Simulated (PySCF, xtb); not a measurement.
Cl2H5NSi2, SMILES Cl[SiH](Cl)[SiH2]N.

GFN2-xTB (xtb) at its own geometry gives an orbital gap of 4.14 eV and a dipole moment of 1.47 D.

Coordinates come from a B3LYP-D3(BJ)/def2-SVP optimisation. This is a generated structure with no PubChem entry under its InChIKey; it may be hypothetical. One conformer was computed; it need not be the lowest.

Problem. What does PBE0/def2-TZVP (PySCF) give? (Estimate from the structure and the level; the computed values follow.)

Solution. gap 6.56 eV (levels -7.37 and -0.81 eV), dipole 1.01 D.
